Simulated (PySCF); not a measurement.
Cartesian coordinates (Å):
```xyz
30

C     -6.0344     1.2804    -0.0016
C     -5.6063     2.5693    -0.0021
C     -4.9879     3.6277    -0.0025
C     -4.0751     4.6334    -0.0026
C     -3.0814     5.3512    -0.0022
C     -1.8394     5.9007    -0.0014
C     -0.6395     6.1515    -0.0003
C      0.7187     6.1478     0.0011
C      1.9164     5.8871     0.0024
C      3.1547     5.3291     0.0038
C      4.1411     4.6013     0.0049
C      5.0432     3.5860     0.0056
C      5.6458     2.5185     0.0057
C      6.0559     1.2237     0.0054
C      6.1728     0.0035     0.0046
C      6.0218    -1.3462     0.0035
C      5.6348    -2.5094     0.0020
C      4.9501    -3.6823     0.0005
C      4.1255    -4.5893    -0.0011
C      3.0243    -5.3842    -0.0025
C      1.9023    -5.8779    -0.0035
C      0.5734    -6.1581    -0.0039
C     -0.6524    -6.1522    -0.0040
C     -1.9801    -5.8663    -0.0034
C     -3.0973    -5.3617    -0.0028
C     -4.1917    -4.5575    -0.0019
C     -5.0048    -3.6402    -0.0013
C     -5.6746    -2.4586    -0.0008
C     -6.0425    -1.2893    -0.0008
C     -6.1733     0.0625    -0.0010
```
Charge 0, multiplicity 1.

Q: What is the computed dipole moment, total energy and HOMO (PBE0-D3(BJ)/def2-SVP // CAM-B3LYP-D3(BJ)/def2-SVP run with PySCF)?

A: 
| Quantity | Value |
|---|---|
| dipole moment | 0.01 D |
| total energy | -1140.1410 Ha |
| HOMO | -6.79 eV |
